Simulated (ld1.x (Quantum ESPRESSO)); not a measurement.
# An all-electron radial function and its pseudo partner (Au (Z = 79))

Columns: radius, all-electron u(r) and pseudo u(r) of the 6p shell (level -6.71 eV) of gold in the configuration [Xe] 4f14 5d10 6s0 6p0; PBE, scalar-relativistic, TM scheme, ld1.x (Quantum ESPRESSO) 7.5.

| r (bohr) | all-electron | pseudo |
| --- | --- | --- |
| 0.165 | -0.0783 | 0.0029 |
| 0.330 | 0.1470 | 0.0117 |
| 0.495 | 0.0109 | 0.0264 |
| 0.660 | -0.1735 | 0.0471 |
| 0.825 | -0.2417 | 0.0740 |
| 0.990 | -0.2055 | 0.1070 |
| 1.155 | -0.1111 | 0.1460 |
| 1.320 | 0.0051 | 0.1909 |
| 1.485 | 0.1214 | 0.2406 |
| 1.650 | 0.2274 | 0.2940 |
| 1.815 | 0.3187 | 0.3489 |
| 1.980 | 0.3943 | 0.4027 |
| 2.145 | 0.4545 | 0.4526 |
| 2.310 | 0.5008 | 0.4959 |
| 2.475 | 0.5347 | 0.5305 |
| 2.640 | 0.5577 | 0.5554 |
| 2.805 | 0.5716 | 0.5707 |
| 2.970 | 0.5776 | 0.5775 |
| 3.135 | 0.5773 | 0.5773 |
| 3.300 | 0.5715 | 0.5715 |
| 3.465 | 0.5614 | 0.5614 |
| 3.630 | 0.5476 | 0.5476 |
| 3.795 | 0.5309 | 0.5309 |
| 3.960 | 0.5119 | 0.5119 |
| 4.125 | 0.4912 | 0.4912 |
| 4.290 | 0.4691 | 0.4691 |

Problem. How many radial nodes do the two functions have?

Solution. The all-electron 6p function has n − l − 1 = 4 (the table is too coarse to show those close to the nucleus); the pseudo-wave has 0, since the states of the same l below it are removed with the core.

Problem. At about which radius was the pseudo-wave matched?

Solution. 3.30 bohr. The columns agree to 0.0005 from 2.97 bohr on; several derivatives are matched, so the curves merge somewhat inside the radius.

Problem. Is the pseudo-wave norm-conserving?

Solution. Yes: the TM scheme keeps the norm inside the radius equal to the all-electron one, which fixes the energy derivative of the logarithmic derivative at the level.
